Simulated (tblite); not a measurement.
C6H4ClO2 (doublet state).
Geometry (GFN2-xTB, Å), atoms numbered from 1 in this order:
```
atom  x, y, z in Å
O1     2.0049    1.0285   -1.0437
C2     0.9354    0.6025   -0.5778
C3    -0.3823    0.9720   -1.0038
C4    -1.4857    0.4308   -0.4118
C5    -1.3538   -0.5043    0.6322
Cl6   -2.7673   -1.1553    1.3426
C7    -0.1095   -0.9099    1.0985
C8     1.0206   -0.3772    0.5174
O9     2.2539   -0.6956    0.8879
H10   -0.4712    1.6893   -1.8044
H11   -2.4763    0.7114   -0.7355
H12   -0.0192   -1.6266    1.8990
H13    2.8462   -0.1652    0.3031
```

Computed values, GFN2-xTB/tblite, gas phase, harmonic and unscaled. Against measured fundamentals such values can be off by several per cent, at times by over 20. One conformer, not necessarily the lowest. Open shells enter through the occupations alone, without spin polarisation, and single modes of such species can be off by tens of per cent.

How many normal modes are there?

13 atoms, non-linear: 3N − 6 = 33.

What is the point group of the computed structure, and how do the modes divide by symmetry?

Cs. The vibrations span 23 a′ + 10 a″.

How many distinct wavenumbers does the calculation give?

33: Cs has no degenerate species.

How many fundamentals are allowed in the infrared by symmetry?

33 of 33: in Cs every mode is allowed. All fundamentals are allowed in the Raman spectrum.

What zero-point energy do the modes add up to?

½Σν̃ = 18363 cm⁻¹ = 2.277 eV (33 modes), 0.966 eV of it from above 1550 cm⁻¹.

What thermal excitation has the softest real mode at 77 K?

θ = hcν̃/k = 151 K for 104.9 cm⁻¹, so N1/N0 = 0.14 and ⟨v⟩ = 1/(exp(θ/T) − 1) = 0.16.
